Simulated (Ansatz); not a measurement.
Ansatz results at the PBE0-D4/def2-TZVP geometry: HOMO energy (PBE0/def2-TZVPP) -9.76 eV; vertical ionisation energy (CCSD(T)/CBS(def2)) 12.67 eV; LUMO energy (PBE/def2-TZVPP) -1.69 eV.

Each molecule was computed in one conformer, which needn't be the lowest.

(1) Which molecule gave them?
A. `O=CF`
B. `[BH]`
C. `FC(F)(Cl)C(F)(F)Cl`
D. `C=P(C)(C)C`

Results:

(1) C. The others give `[BH]`: -6.67, 9.80, -3.48; `O=CF`: -9.52, 12.78, -2.09; `C=P(C)(C)C`: -4.77, 6.91, 0.06.
